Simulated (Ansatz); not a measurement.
Relaxation of GaH$_{4}$N (6 atoms, charge 0, multiplicity 1), to a largest force component of 0.03 eV/Å in at most 50 steps.

All numbers below come from RHF/def2-SVP (Ansatz 0.2.0).

```xyz
6
Properties=species:S:1:pos:R:3:forces:R:3
Ga 0.174 -0.038 0.250 2.06 -0.09 0.31
H 0.517 -0.671 1.623 -1.38 -0.40 0.79
N 2.020 0.109 0.030 -0.66 0.49 -1.10
H 2.582 -0.239 0.781 -0.01 0.01 0.00
H 2.590 0.467 -0.712 0.00 0.00 0.00
H -0.993 0.371 -0.683 0.00 0.00 0.00
```

Question: Where does it end, and by what steps?

Answer: The forces met the threshold. After 5 steps the energy has fallen by 0.623 eV; H2 moved furthest, 0.58 Å.

| step | energy less start (eV) | largest force component (eV/Å) | accepted |
| --- | --- | --- | --- |
| 0 | 0.0000 | 2.057 | yes |
| 1 | -0.3703 | 1.066 | yes |
| 2 | -0.5343 | 0.374 | yes |
| 3 | -0.6144 | 0.429 | yes |
| 4 | -0.6213 | 0.127 | yes |
| 5 | -0.6229 | 0.009 | yes |

```xyz
6
Properties=species:S:1:pos:R:3
Ga 0.323 -0.106 0.401
H -0.038 -0.760 1.781
N 2.080 0.119 0.005
H 2.835 -0.145 0.606
H 2.424 0.525 -0.843
H -0.734 0.367 -0.659
```

Whether the end is a true minimum wasn't checked by a vibrational analysis.

Time of the run: 10 s on 1 thread of AMD EPYC 7R43 64-Core Processor (Zen 3), with other jobs on the host, peak memory 0.12 GiB.
